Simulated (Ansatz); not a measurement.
Ansatz (a quantum-chemistry and plane-wave program) input file for C3H9Ge, SMILES [CH3][Ge]([CH3])[CH3], multiplicity 2, PBE0/def2-TZVPD. Geometry optimised at B3LYP-D3(BJ)/def2-SVP.

Ansatz 0.2 input:
```yaml
crystal:
  periodic: [false, false, false]
  atoms:
    - {symbol: Ge, position_ang: [0.00000000, 0.00000000, 0.33318797]}
    - {symbol: C, position_ang: [-1.61422154, -0.93197124, -0.34795933]}
    - {symbol: C, position_ang: [1.61422153, -0.93197124, -0.34795933]}
    - {symbol: C, position_ang: [0.00000000, 1.86394248, -0.34795934]}
    - {symbol: H, position_ang: [-1.59765088, -0.92240417, -1.45167920]}
    - {symbol: H, position_ang: [-1.63738246, -1.97778121, -0.00728491]}
    - {symbol: H, position_ang: [-2.53150000, -0.42912419, -0.00728492]}
    - {symbol: H, position_ang: [1.63738245, -1.97778122, -0.00728492]}
    - {symbol: H, position_ang: [2.53150000, -0.42912420, -0.00728492]}
    - {symbol: H, position_ang: [1.59765087, -0.92240417, -1.45167920]}
    - {symbol: H, position_ang: [0.89411754, 2.40690540, -0.00728492]}
    - {symbol: H, position_ang: [-0.89411754, 2.40690540, -0.00728492]}
    - {symbol: H, position_ang: [-0.00000000, 1.84480832, -1.45167921]}
basis:
  gaussian:
    orbitals: def2-TZVPD
hamiltonian:
  xc: {name: PBE0}
magnetization: {spin_polarized: true, initial_magnetization: 1}
```

It prints:

```
WARN ansatz: RAYON_NUM_THREADS=2 ignored (pool sized by the plan → 2); use --threads N
Functional definition: PBE0
integrals: 0.19 GiB planned
1407 factors; their error is unknown
mean field: 2.24 GiB planned
mean field evaluation 1: about -59751.4011 eV, gradient 5.6e1 eV
mean field evaluation 2: about -59745.5869 eV, gradient 6.3e1 eV
mean field evaluation 4: about -59765.4047 eV, gradient 2.4e0 eV
mean field evaluation 8: about -59765.4203 eV, gradient 1.8e-2 eV
mean field evaluation 16: about -59765.6282 eV, gradient 1.6e-4 eV
mean field -59765.62816284 eV, -2196.3463243866 hartree, gradient 3.7e-5 eV, S^2 0.751665; 0 other end points of the search recorded, 0 dependent functions left out
reference -59765.62820492 eV, -2196.3463259331 hartree; 30, 29 occupied and 216, 217 virtual orbitals, 1407 factors
Total energy: -59765.62820492 eV, -2196.3463259331 hartree
```

The run converged.

Cost: around 15 core-seconds (rough).
